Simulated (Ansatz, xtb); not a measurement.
## Relaxing a trial structure of Cl3GaH2Si

The starting geometry of this gas-phase singlet was built from a drawn formula by distance geometry; its bonds are those of `Cl[Si](Cl)(Cl)[GaH2]`.

```xyz
7

Cl   -0.5062    0.2228    3.0262
Cl   -0.6982    2.4583    0.3619
Cl    0.2596   -0.7399   -0.2526
Ga   -3.0434    0.0388    0.0874
Si   -0.9928    0.4438    0.9920
H    -4.0758    1.2364   -0.3404
H    -3.1390   -1.1642   -1.0220
```

Q: Predict what becomes of its bonds when it is optimised with r2SCAN-D4/def2-SVP.

A: It keeps its bonds, and is `Cl[Si](Cl)(Cl)[GaH2]`.

The energy falls by 0.55 eV over 8 steps:

```csv
step,E − E(last) (eV)
1,0.546
2,0.160
3,0.074
4,0.027
5,0.005
6,0.001
7,0.000
8,0.000
```

Final geometry (Å):

```yaml
atoms:
  - { symbol: Cl, position_ang: [-0.9774, 0.1612, 2.7456] }
  - { symbol: Cl, position_ang: [-0.3282, 2.5237, 0.4536] }
  - { symbol: Cl, position_ang: [0.6205, -0.6257, -0.0917] }
  - { symbol: Ga, position_ang: [-3.0757, 0.0655, -0.1611] }
  - { symbol: Si, position_ang: [-0.8902, 0.5457, 0.7037] }
  - { symbol: H, position_ang: [-4.1872, 1.1468, 0.0223] }
  - { symbol: H, position_ang: [-3.3576, -1.3212, -0.8199] }
```

From the same start GFN2-xTB ends elsewhere, differing in Cl2–Ga4 (2.25 against 3.74 Å here), Cl3–Ga4 (2.25 against 3.76 Å here), Ga4–Si5 (2.75 against 2.40 Å here).

The end wasn't checked by frequencies. Run with Ansatz 0.2.0, 30 s on 2 threads of Arm Neoverse V2, with other jobs on the host.
